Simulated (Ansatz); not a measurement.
A made-up structure of MgHTeBr, closed shell:

Br1  (-2.953, 0.713, 0.346)
Mg2  (-0.665, 0.461, -0.023)
Te3  (1.897, 0.190, -0.441)
H4  (-4.247, 0.755, 1.121)
(Å)

It is relaxed with PBE-D4/def2-SVP and then PBE0-D4/def2-TZVP (Ansatz 0.2.0). Atoms count as bonded within 1.22 times the sum of their covalent radii (H–H: 0.88 Å). The end point is not checked to be a true minimum.

Does its bonding change? (A judgement: the text doesn't fix the answer.)

The calculation gives: Yes. Formed: Te3–H4; broken: Br1–H4.

Where it ends: The first stage lowers the energy by 0.75 eV in 12 steps. It ends as MgHTeBr ([Br][Mg][TeH]):
```
4
angstrom
Br -4.0871 1.1536 -1.2422
Mg -1.9686 0.7076 -0.3774
Te 0.4120 0.2106 0.5709
H -0.3241 0.0472 2.0515
```

Labels in which every atom is bracketed show which atoms are joined, not bond orders.

For scale, one of the runs: PBE0-D4/def2-TZVP relaxation, 136 basis functions, launched by `ansatz run in.yaml --threads 2 --pin off --events-out ev --progress --plain --max-ram 4352MiB`. Hardware: 2 CPU threads of an Arm Neoverse V2, shared host. Wall time about 2 min.
